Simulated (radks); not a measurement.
Valence configurations of neutral beryllium (all share [He]). All-electron calculation, non-relativistic Kohn-Sham, PBE, spin-polarised, spherical densities, point nucleus; open shells are filled with parallel spins first. Program: a radial shooting solver on a logarithmic mesh with Libxc functionals. Energies are relative to 2s2; eigenvalues in eV for spin up.

| valence | E (eV) | moment (Bohr magnetons) | e(2p) | e(2s) |
|---|---|---|---|---|
| 2s2 | 0.000 | 0 | - | -5.609 |
| 2s1 2p1 | 2.440 | 2 | -3.035 | -6.808 |
| 2p2 | 6.202 | 2 | -3.406 | - |
| 2s1.5 2p0.5 | 1.529 | 1 | -2.656 | -6.345 |
| 2s0.5 2p1.5 | 4.324 | 2 | -3.229 | -6.993 |

NIST lists [He] 2s2 as the ground configuration; this level of theory agrees among the configurations tried. The energies are those of spherical high-spin densities, not of single terms.
